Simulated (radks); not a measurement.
Spherical quantum dot in the effective-mass picture: electrons in a well V = -V0 / (1 + exp((r - R)/a)) with V0 = 15.4, R = 4.04, a = 0.14, with a point charge +2 (a donor) at the centre, all in effective atomic units (hartree* = m*/eps^2 hartree, bohr* = eps/m* bohr), one dielectric constant everywhere. Calculated with a radial shooting solver with Libxc functionals: non-relativistic Kohn-Sham, LDA (Slater exchange, Perdew-Wang correlation), spin-polarised, spherical densities. Levels are named by radial order and angular momentum (1s, 1p, 1d, 2s, ...), and open shells are averaged over m. Results are scaled to m* = 0.064 and eps = 10.6, for which hartree* = 15.5 meV and bohr* = 8.764 nm.

N = 7, configuration 1s2 1p(up 3, down 1) 2s(up 1, down 0). This is the lowest configuration that the search found. Occupied and some empty levels:

level    occupation  eigenvalue (meV)  <r> (nm)
1s up             1           -216.40     10.35
1s down           1           -215.25     10.45
1p up             3           -207.24     21.73
2s up             1           -206.38     19.67
1p down           1           -206.09     21.70
2s down           0           -205.12     19.73
1d up             0           -201.51     23.62
1d down           0           -200.34     23.65
1f up             0           -194.54     24.84
1f down           0           -193.39     24.88
2p up             0           -189.26     18.23
2p down           0           -188.39     18.25
1g up             0           -186.31     25.77
1g down           0           -185.19     25.82

Energy (meV): total -1619.63, kinetic 86.981, external -1833.6, Hartree 165.78, exchange-correlation -38.822.

Electron density:

r (nm)  n(r) (e/nm^3)
0.798        0.003665
3.81        0.0009972
6.82        0.0003148
9.82        0.0001289
12.8       0.00007980
15.8       0.00006949
18.9       0.00006659
21.9       0.00005930
24.9       0.00004461
27.9       0.00002563
30.9        9.396e-06
33.9        1.471e-06
36.9        6.638e-08
39.9        1.590e-09
